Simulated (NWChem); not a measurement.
Molecule: C3H5FSi; SMILES F[C@@H]1C=C[SiH2]1

```xyz
10

F      0.3798    -1.9135    -0.2458
C      0.0234    -0.7988     0.4767
C     -1.2796    -0.1714     0.0445
C     -1.0434     1.1314    -0.2204
Si     0.7950     0.9083     0.0095
H      0.0272    -1.0681     1.5486
H     -2.2367    -0.7107    -0.0087
H     -1.7865     1.8898    -0.4765
H      1.5208     1.7112     1.0443
H      1.6117     0.8859    -1.2395
```
Atoms are numbered in this order, from 1.

Results from NWChem. Geometry: optimised at PBE0/def2-SVP. Level: M05-2X/def2-SVP with SMD (1 M gas to 1 M solution), gas-phase geometry. Reactions with the solvent are ignored.

```json
[
 {"solvent": "water", "dielectric constant": "78.4", "solvation free energy (kcal/mol)": "0.6", "cavity-dispersion-structure term (kcal/mol)": "4.0", "dipole in solution (D)": "2.24"},
 {"solvent": "chlorobenzene", "dielectric constant": "5.70", "solvation free energy (kcal/mol)": "-3.1", "cavity-dispersion-structure term (kcal/mol)": "-0.3", "dipole in solution (D)": "2.15"},
 {"solvent": "acetone", "dielectric constant": "20.5", "solvation free energy (kcal/mol)": "-3.1", "cavity-dispersion-structure term (kcal/mol)": "0.1", "dipole in solution (D)": "2.22"},
 {"solvent": "1,4-dioxane", "dielectric constant": "2.21", "solvation free energy (kcal/mol)": "-1.0", "cavity-dispersion-structure term (kcal/mol)": "0.8", "dipole in solution (D)": "2.01"},
 {"solvent": "ethylene glycol", "dielectric constant": "40.2", "solvation free energy (kcal/mol)": "-0.6", "cavity-dispersion-structure term (kcal/mol)": "2.7", "dipole in solution (D)": "2.23"}
]
```
